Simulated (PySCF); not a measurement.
Predicted microwave data (PBE0/pcSseg-1 in PySCF (dipole) on a GFN2-xTB geometry, gas phase) for one isomer of C8H9NO:

```
Rotational constants : A = 2628, B = 957.2, C = 704.9 MHz
Dipole components    : |μa| = 2.61 D, |μb| = 1.70 D, |μc| = 0.79 D
Inertial defect      : -3.41 u·Å²
κ                    : -0.74
```

Question: Which structure is it? (One computed conformer of each.)
A. `[CH2:1]=[CH:2][CH2:3][c:4]1[cH:5][cH:6][n+:7]([O-:8])[cH:9][cH:10]1` with C1–C2–C3–C4 120°, C2–C3–C4–C5 88°
B. `[CH3:1][C:2](=[O:3])[c:4]1[cH:5][cH:6][cH:7][c:8]([NH2:9])[cH:10]1` with C1–C2–C4–C5 0°
C. `[CH2:1]=[CH:2]/[CH:3]=[C:4](\[O:5][CH3:6])[C:7](=[CH2:8])[C:9]#[N:10]` with C1–C2–C3–C4 -179°, C3–C4–O5–C6 105°, C3–C4–C7–C8 164°

Answer: B. It is CC(=O)c1cccc(N)c1, an asymmetric top. The candidates at the same level (rigid rotor, commonest isotopes):

```
               SMILES  A (MHz)  B (MHz)  C (MHz)  μa (D)  μb (D)  μc (D)  Δ (u·Å²)  point group                        rotor
C=CCc1cc[n+]([O-])cc1     3815    715.0    658.0    4.16    0.57    0.95    -71.30           C1  near-prolate asymmetric top
    CC(=O)c1cccc(N)c1     2628    957.2    704.9    2.61    1.70    0.79     -3.41      near Cs               asymmetric top
 C=C/C=C(\OC)C(=C)C#N     1622     1045    679.8    1.08    3.47    0.34    -51.59           C1               asymmetric top
```

`C=CCc1cc[n+]([O-])cc1` has A 45 % too high; `C=C/C=C(\OC)C(=C)C#N` has A 38 % too low. No structure here is proved a minimum.
